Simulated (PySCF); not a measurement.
# Working out the ionisation energy of Te⁺

Te⁺ [Kr] 4d10 5s2 5p3 (4S) → Te²⁺ [Kr] 4d10 5s2 5p2 (3P). All numbers are calculated (PySCF 2.14, the spin-free X2C one-electron Hamiltonian (Gaussian nucleus), in aug-cc-pwCVTZ-DK3). Frozen: [Ar] 3d10. Energies in hartree (1 hartree = 27.21139 eV):

```tsv
part	Te⁺ (lower)	Te²⁺ (upper)
UHF	-6790.343698	-6789.669865
MP2 opposite-spin	-0.506410	-0.495892
MP2 same-spin	-0.275028	-0.261449
```

Task: What does Hartree-Fock give?

Result: (-6789.669865) − (-6790.343698) = 0.673833 hartree = 18.336 eV.

Task: What do MP2 and SCS-MP2 (6/5 opposite-spin, 1/3 same-spin) give?

Result: The opposite-spin parts differ by 0.286 eV and the same-spin parts by 0.370 eV. MP2: 18.336 + (0.286) + (0.370) = 18.992 eV. SCS-MP2: 18.336 + 1.2 × (0.286) + (0.370)/3 = 18.803 eV.

A first-order spin-orbit estimate adds -0.613 eV to MP2 (valence and next inner shell), giving 18.379 eV against 18.6 ± 0.4 eV (measured; NIST Atomic Spectra Database, ionization energies).

What remains against the reference includes basis incompleteness, the frozen core and correlation beyond second order.
